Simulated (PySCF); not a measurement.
Calculation: PBE-D3(BJ)/def2-TZVP // PBE0-D3(BJ)/def2-TZVP run with PySCF. Isolated molecules, 0 K electronic values unless said otherwise. Excitations are Tamm–Dancoff values on a coarser integration grid. The basis has no diffuse functions, so Rydberg states are missing or too high.

Reference species (SMILES): `C=[SiH2]` (neutral, multiplicity 1).

```json
{
  "S1 excitation (TDA)": "5.63 eV",
  "HOMO": "-5.67 eV",
  "S1–T1 gap (TDA)": "2.94 eV"
}
```

Changed species: `C=[SiH]F` (X = fluoro; the reference has X = H).

### Question
Give the shifts of the S1 excitation (TDA), HOMO and S1–T1 gap (TDA).

### Answer
the S1 excitation (TDA) decreases by 0.62 eV, to 5.01 eV; the HOMO goes up by 0.05 eV, to -5.62 eV; the S1–T1 gap (TDA) falls by 1.08 eV, to 1.86 eV.
